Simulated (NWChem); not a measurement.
System: GaBrF₂; SMILES [F][Ga]([F])[Br]

Input file for NWChem:

```
start job
memory heap 200 mb stack 900 mb global 1100 mb
geometry units angstroms noautoz
  Ga     0.000000     0.000000     0.742528
  F      0.000000    -1.471902     1.658556
  F      0.000000     1.471902     1.658556
  Br     0.000000     0.000000    -1.499169
end
basis spherical
  * library def2-svp
end
dft
  xc xpbe96 cpbe96
  iterations 150
  vectors input atomic output neutral.movecs
end
task dft energy
charge 1
dft
  odft
  mult 2
  vectors input atomic output cation.movecs
end
task dft energy
```

Geometry: optimised at PBE0/def2-SVP.

Ions are spin-unrestricted doublets at the neutral geometry; other ion states weren't tried.

Task: What results follow from this input? (PBE/def2-SVP, vertical spin-unrestricted ions.) Quantities: vertical ionisation energy, ΔSCF (eV); −ε(HOMO) (eV).

Result: 
| Property | Value |
|---|---|
| vertical ionisation energy, ΔSCF (eV) | 11.56 |
| −ε(HOMO) (eV) | 7.89 |
